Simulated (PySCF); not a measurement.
SnI2, SMILES [I][Sn][I] (connectivity only; charge and spin as stated), neutral, multiplicity 1.

The structure is a stationary point at B3LYP-D3(BJ)/def2-SVP. The isomer is the one that the SMILES or the coordinates give; other isomers of the formula were not compared. The def2 effective core potentials stand for the cores of I, Sn; spin–orbit coupling is left out.

Two levels are set side by side: PBE/def2-TZVPD (PySCF) and M06-2X/def2-TZVPD (PySCF). Same geometry, gas phase. Differences are taken from unrounded values.

| quantity | M06-2X |
|---|---|
| orbital gap (eV) | 5.61 |
| highest occupied level (eV) | -8.24 |
| lowest empty level (eV) | -2.62 |
| dipole moment (D) | 3.06 |
| mean polarisability (bohr³) | 122.1 |

Question: What does PBE give, and how far is it from M06-2X? (Estimate from the structure and the level; the computed values follow.)

Answer: 
```
quantity                       PBE  PBE minus M06-2X
---------------------------  -----  ----------------
orbital gap (eV)              2.33             -3.29
highest occupied level (eV)  -6.31              1.93
lowest empty level (eV)      -3.99             -1.36
dipole moment (D)             2.52             -0.54
mean polarisability (bohr³)  129.1               7.1
```

Without exact exchange PBE keeps part of each electron's self-repulsion, which lifts occupied levels and narrows the gap. PBE's more diffuse valence density responds more strongly to a field. Differences between two approximate levels are no errors against the true value.

Rough cost on one machine, each run with all the roots and properties that it gave: M06-2X against PBE about 3 times.
